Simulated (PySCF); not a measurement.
Polarisability and C₆ of Bi (bismuth, neutral)

[Xe] 4f14 5d10 6s2 6p3, high-spin 4S determinant. All numbers are calculated (PySCF 2.14, the spin-free X2C one-electron Hamiltonian (Gaussian nucleus), in aug-cc-pVTZ-DK3). Coupled (time-dependent) response in atomic units; α is the mean over directions.

```tsv
method	mean α (bohr³)	C₆ (like pair)	S(−4)
BHandHLYP	50.35	593.7	721.4
```

S(−4) is the Cauchy moment in α(ω) = α(0) + S(−4) ω² + …

Reference α: 48 ± 4 bohr³ (recommended; Schwerdtfeger and Nagle, table of static dipole polarizabilities (2023 update)). Published C₆: 513.0 (Gould and Bucko (2016)).

α(iu) at BHandHLYP:

```csv
u (hartree),α(iu) (bohr³)
0,50.35
0.0500,48.63
0.100,44.31
0.200,33.75
0.300,25.20
0.500,15.11
0.750,9.250
1.00,6.358
1.50,3.659
2.00,2.422
3.00,1.294
5.00,0.5403
```

Spin-orbit coupling, which splits the p, d and f shells strongly at this Z, is absent. Spin-orbit coupling is strong in this species (close to jj coupling), so the high-spin LS determinant is a model state, not a physical level.
